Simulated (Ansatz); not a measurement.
Calculation: frozen-core CCSD(T)/def2-TZVPP // B3LYP-D3(BJ)/def2-TZVP run with Ansatz (a first-principles code).

Ansatz 0.2 input:
```yaml
crystal:
  periodic: [false, false, false]
  atoms:
    - { symbol: N, position_ang: [-1.079376, -0.077209, -0.037157] }
    - { symbol: Ga, position_ang: [0.976965, 0.063124, -0.339646] }
    - { symbol: H, position_ang: [-1.347643, -0.924994, 0.46248] }
    - { symbol: H, position_ang: [-1.575371, -0.100076, -0.929824] }
    - { symbol: H, position_ang: [-1.456545, 0.717197, 0.47968] }
    - { symbol: H, position_ang: [1.749372, 0.145399, 1.450992] }
    - { symbol: H, position_ang: [1.471218, -1.391709, -0.523948] }
    - { symbol: H, position_ang: [1.26138, 1.568266, -0.562576] }
basis:
  gaussian: { orbitals: def2-TZVPP }
correlation:
  method: ccsd_t
total_charge: 1
magnetization:
  spin_polarized: true
  initial_magnetization: 1
```

Output:

```
Functional definition: HF
953 factors; integrals over basis functions are off by at most 1.1e-3 eV
mean field evaluation 1: about -53898.2089 eV, gradient 3.5e1 eV
mean field evaluation 2: about -53898.2104 eV, gradient 3.5e1 eV
mean field evaluation 4: about -53903.3688 eV, gradient 2.6e0 eV
mean field evaluation 8: about -53903.4867 eV, gradient 1.6e-1 eV
mean field evaluation 16: about -53903.4730 eV, gradient 9.5e-1 eV
mean field evaluation 32: about -53895.2296 eV, gradient 2.1e0 eV
mean field evaluation 64: about -53900.1664 eV, gradient 1.8e-3 eV
mean field -53903.48756110 eV, -1980.9166307741 hartree, gradient 2.3e-6 eV, S^2 0.755608; 2 other end points of the search recorded, 0 dependent functions left out
determinant -53903.48756110 eV, -1980.9166307741 hartree, with singles and doubles -53916.48385541 eV, -1981.3942357809 hartree
determinant -53900.16643789 eV, -1980.7945817474 hartree, with singles and doubles -53913.47501682 eV, -1981.2836630022 hartree
10 core orbitals not correlated
reference -53903.48756110 eV, -1980.9166307741 hartree; 12, 11 occupied and 141, 142 virtual orbitals, 953 factors
second order -12.34697056 eV of doubles, -0.00000000 eV of singles
cycle   1  -12.84094270 eV  change   -8.4e-1 eV  update   2.5e-2
cycle   2  -12.87681299 eV  change   -3.6e-2 eV  update   6.6e-3
cycle   3  -12.87726572 eV  change   -4.5e-4 eV  update   3.3e-3
cycle   4  -12.88169442 eV  change   -4.4e-3 eV  update   1.7e-3
cycle   5  -12.88180990 eV  change   -1.2e-4 eV  update   9.2e-4
cycle   6  -12.88238937 eV  change   -5.8e-4 eV  update   3.2e-4
cycle   7  -12.88236563 eV  change    2.4e-5 eV  update   1.2e-4
cycle   8  -12.88238295 eV  change   -1.7e-5 eV  update   3.8e-5
cycle   9  -12.88237787 eV  change    5.1e-6 eV  update   1.5e-5
perturbative correction -0.44200829 eV, -0.0162435051 hartree
Total energy: -53916.81194726 eV, -1981.4062929340 hartree
```

Cost: very roughly 2.1 core-minutes.
